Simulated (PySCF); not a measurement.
Species: C3H7NSi.
Numbering: `[SiH3:1][CH2:2][C@H:3]1[CH:4]=[N:5]1` (hydrogens: H6, H7, H8 on Si1; H9, H10 on C2; H11 on C3; H12 on C4)

The same species was optimised twice, with GFN2-xTB and with PBE0-D3(BJ)/def2-SVP (PySCF), and the same property calculations (PySCF, gas phase) were run on both structures.

| coordinate | GFN2-xTB | PBE0-D3(BJ)/def2-SVP | change |
| --- | --- | --- | --- |
| Si1–H7 (Å) | 1.458 | 1.492 | +0.034 |
| Si1–H6 (Å) | 1.464 | 1.495 | +0.031 |
| C4–H12 (Å) | 1.063 | 1.093 | +0.030 |
| Si1–H8 (Å) | 1.468 | 1.497 | +0.029 |
| C3–N5 (Å) | 1.501 | 1.522 | +0.021 |
| C2–H10 (Å) | 1.092 | 1.104 | +0.012 |
| Si1–C2 (Å) | 1.905 | 1.893 | -0.012 |
| C3–H11 (Å) | 1.088 | 1.100 | +0.012 |
| C2–H9 (Å) | 1.094 | 1.105 | +0.011 |
| C2–C3 (Å) | 1.505 | 1.509 | +0.004 |
| C3–C4 (Å) | 1.450 | 1.449 | -0.001 |
| C4=N5 (Å) | 1.254 | 1.253 | -0.001 |
| N5–C4–H12 (°) | 143.8 | 138.7 | -5.1 |
| C3–C4–H12 (°) | 149.2 | 153.1 | +3.9 |
| Si1–C2–C3 (°) | 113.0 | 116.2 | +3.2 |
| Si1–C2–H9 (°) | 110.2 | 107.4 | -2.8 |
| Si1–C2–H10 (°) | 109.6 | 107.7 | -1.9 |
| C2–C3–C4 (°) | 121.9 | 123.8 | +1.9 |
| H6–Si1–H7 (°) | 110.8 | 109.0 | -1.8 |
| C2–Si1–H7 (°) | 110.4 | 112.0 | +1.6 |
| Si1–C2–C3–C4 (°) | -34 | -32 | +2 |

Rotational constants: A = 8122, B = 2827, C = 2438 MHz (GFN2-xTB) against A = 8282, B = 2666, C = 2330 MHz (PBE0-D3(BJ)/def2-SVP). Point groups within 0.08 Å: C1 and C1.

On the GFN2-xTB structure: HOMO (eV) -7.62 [PBE0/pcSseg-1]; LUMO (eV) -0.66 [PBE0/pcSseg-1]; dipole (D) 2.23 [PBE0/pcSseg-1]; GIAO shielding of Si1 (ppm) 423.4 [PBE0/pcSseg-1]; GIAO shielding of C2 (ppm) 170.4 [PBE0/pcSseg-1]; GIAO shielding of C3 (ppm) 161.1 [PBE0/pcSseg-1]; GIAO shielding of C4 (ppm) 0.5 [PBE0/pcSseg-1]; GIAO shielding of N5 (ppm) -98.2 [PBE0/pcSseg-1].

Q: What do these properties become on the PBE0-D3(BJ)/def2-SVP structure?

A: 
| property | level | on GFN2-xTB | on PBE0-D3(BJ)/def2-SVP | change |
| --- | --- | --- | --- | --- |
| HOMO (eV) | PBE0/pcSseg-1 | -7.62 | -7.74 | -0.12 |
| LUMO (eV) | PBE0/pcSseg-1 | -0.66 | -0.63 | +0.03 |
| dipole (D) | PBE0/pcSseg-1 | 2.23 | 2.28 | +0.05 |
| energy, GFN2-xTB geometry as zero (kcal/mol) | PBE0/pcSseg-1 | 0.0 | -1.8 | -1.8 |
| GIAO shielding of Si1 (ppm) | PBE0/pcSseg-1 | 423.4 | 420.4 | -3.0 |
| GIAO shielding of C2 (ppm) | PBE0/pcSseg-1 | 170.4 | 169.7 | -0.7 |
| GIAO shielding of C3 (ppm) | PBE0/pcSseg-1 | 161.1 | 158.2 | -2.9 |
| GIAO shielding of C4 (ppm) | PBE0/pcSseg-1 | 0.5 | 1.8 | +1.3 |
| GIAO shielding of N5 (ppm) | PBE0/pcSseg-1 | -98.2 | -102.0 | -3.8 |

The heavy atoms differ by 0.046 Å rms after alignment. Among all bonds Si1–H7 changes most (+0.034 Å). Changes are differences of the printed values. Neither structure is proved a minimum here.

Shape of the structure used: `[SiH3:1][CH2:2][C@H:3]1[CH:4]=[N:5]1`: Si1–C2–C3–C4 -32°.
